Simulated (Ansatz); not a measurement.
Born–Oppenheimer molecular dynamics of Cl2F2H2Ti (7 atoms, charge 0, multiplicity 1). It starts at the highest image of a converged band, a first-order saddle point between two minima.

All numbers below come from RKS B3LYP-D4/def2-SVP (Ansatz).

```json
{
 "ensemble": "NVE (velocity Verlet)",
 "time step": "0.5 fs",
 "steps asked": "200",
 "starting velocities drawn for": "100 K",
 "seed": "5264"
}
```

First frame:

```xyz
7
Properties=species:S:1:pos:R:3
Ti 0.195 0.264 -0.059
F -0.467 0.695 1.870
Cl 1.866 0.134 -1.458
Cl -1.231 1.595 -1.024
F -0.326 -1.373 0.092
H 1.449 0.938 1.064
H 0.592 0.936 1.756
```

(1) How far do the bonds stretch over the last three quarters of this one trajectory? (Pairs bonded in most of those frames.)

## Answers

(1) 
```csv
bond,mean (Å),spread (Å),shortest,longest
Ti1–F2,1.850,0.155,1.58,2.08
Ti1–Cl3,2.215,0.052,2.14,2.31
Ti1–Cl4,2.170,0.016,2.15,2.21
Ti1–F5,1.720,0.031,1.67,1.76
H6–H7,0.793,0.065,0.74,0.99
```

Mean temperature of the second half: 1975 K. The conserved energy stayed within 0.14 meV per atom of its start (net change -0.023 meV per atom), so the integration is sound. The kinetic energy rose, since the run started high on the potential surface and went downhill. It ends in pieces (Cl2F2Ti + H2), so much of that is their flight and rotation, not heat. A run of 0.1 ps of so small a system gives no equilibrium averages. The orbitals stay closed-shell, which can raise the energy where a bond breaks towards radicals; this wasn't checked here.

The run took 13 min on 2 threads of Arm Neoverse V1 (shared host), peak memory 0.27 GiB.
